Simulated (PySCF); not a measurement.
Computed shifts of a molecule CH6Cl2Si2, B3LYP/pcSseg-1 in PySCF, GIAO, gas phase, atoms alike by connectivity averaged where their shifts nearly agree, in ppm (number of nuclei): ²⁹Si: -6.1 (2). ¹³C: 6.3 (1). ¹H: 5.51 (1), 5.47 (1), 5.40 (1), 5.37 (1), 1.27 (1), 0.42 (1). References: ²⁹Si against TMS (σ = 338.7 ppm); ³⁵Cl against HCl (σ = 933.3 ppm); ¹³C against TMS (σ = 181.3 ppm); ¹H against TMS (σ = 31.68 ppm), references at their B3LYP-D3(BJ)/def2-TZVP geometries, non-relativistic (without spin–orbit terms, shifts of atoms bonded to Cl or Br come out too high). Geometry: PBE0-D3(BJ)/def2-SVP. Other conformers were not sampled.

Q: Identify the compound among the candidates.
A. Cl[SiH2]C[SiH2]Cl
B. [SiH3]C[SiH](Cl)Cl
C. C[Si]([SiH3])(Cl)Cl
D. C[SiH2][SiH](Cl)Cl

A: A, Cl[SiH2]C[SiH2]Cl
